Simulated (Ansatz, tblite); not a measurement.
Cost and result up the ladder for dibenzo[a,e]pentalene (C₁₆H₁₀) (26 atoms). Charge 0, multiplicity 1. Geometry: PBE-D4/def2-SVP.

Cartesian coordinates in Å:
```
C 1.416 -0.017 -1.043
C 0.709 -0.153 0.126
C -0.709 0.153 -0.125
C -1.416 0.016 1.043
C -0.477 -0.386 2.105
C -0.689 -0.651 3.461
C 0.411 -1.024 4.264
C 1.697 -1.127 3.715
C 1.923 -0.861 2.345
C 0.844 -0.493 1.543
C -0.843 0.493 -1.543
C -1.923 0.862 -2.345
C -1.697 1.128 -3.715
C -0.411 1.024 -4.264
C 0.689 0.650 -3.461
C 0.477 0.385 -2.105
H 2.494 -0.173 -1.197
H -2.494 0.171 1.196
H -1.697 -0.572 3.898
H 0.256 -1.235 5.333
H 2.542 -1.419 4.357
H 2.936 -0.945 1.923
H -2.936 0.947 -1.923
H -2.542 1.420 -4.357
H -0.256 1.235 -5.333
H 1.696 0.570 -3.898
```

Ansatz on 4 threads of Arm Neoverse V1 on a shared host; xTB runs through tblite on one thread. Times are rough, summed over both states, and most runs start from the orbitals of an earlier one. PBE0-D4/def2-SVP serves as the yardstick here, not as an exact answer. The other state is a doublet.

The xTB rows come from tblite.

Raw xTB energies of ions are shifted by several eV.

| level | functions | wall time |
| --- | --- | --- |
| GFN2-xTB | 74 | 0.033 s |
| GFN1-xTB | 84 | 0.037 s |
| PBE-D4/def2-SVP | 274 | 18 s |
| PBE0-D4/def2-SVP | 274 | 41 s |

Problem. Estimate what each level gives for the vertical IE (eV).

Solution. 
```csv
level,vertical IE (eV),difference from PBE0-D4/def2-SVP (eV)
GFN2-xTB,12.16,4.81
GFN1-xTB,13.06,5.71
PBE-D4/def2-SVP,7.16,-0.18
PBE0-D4/def2-SVP,7.35,0.00
```
